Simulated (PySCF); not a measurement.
## Core-level binding energies of Ga(H2S)Cl3

Compound: Ga(H2S)Cl3.
Geometry (PBE0-D3(BJ)/def2-SVP, Å), atoms numbered from 1 in this order:
```
atom  x, y, z in Å
Ga1    0.1727   -0.2518   -0.9750
S2     0.1532   -0.2421    1.5611
H3     0.4888    1.0647    1.6614
H4    -1.1711    0.0227    1.6496
Cl5    2.2933   -0.1926   -1.3121
Cl6   -0.9242    1.5733   -1.2989
Cl7   -0.9039   -2.0773   -1.3097
```

Computed with delta-SCF UKS SCAN, pcX-2 on the ionised atom, pcseg-1 elsewhere, spin-free X2C (PySCF 2.14.0). Each binding energy is the total energy of the core-ionised species, with the hole localised on one atom, minus that of the ground state; both are solved self-consistently, so orbital relaxation is included.

Task: Give the core binding energies atom by atom.

Result: 
```csv
atom(s),bonded to,level,binding energy (eV),2p1/2 (eV),count
S2,2 H and Ga,S 1s,2480.01,–,1
Cl5/Cl6/Cl7,Ga,Cl 2p3/2,205.58,207.23,3
Cl5/Cl6/Cl7,Ga,Cl 1s,2828.17,–,3
```

Task: Which photon wavelength matches the Cl 2p3/2 of Cl5/Cl6/Cl7 threshold?

Result: λ = hc/E = 12398.42 eV Å / 205.58 eV = 60.309 Å.

Topologically equivalent atoms share the value of their first member; where this conformer doesn't relate them by symmetry, their own values could differ. Not every level is listed. Spin–orbit and ligand-field terms were added within each 2p shell after the spin-free SCF. 2p1/2 minus 2p3/2 (ligand field included): Cl 1.65 eV. No level of gallium is listed. Isolated species at its PBE0-D3(BJ)/def2-SVP geometry, gas phase.
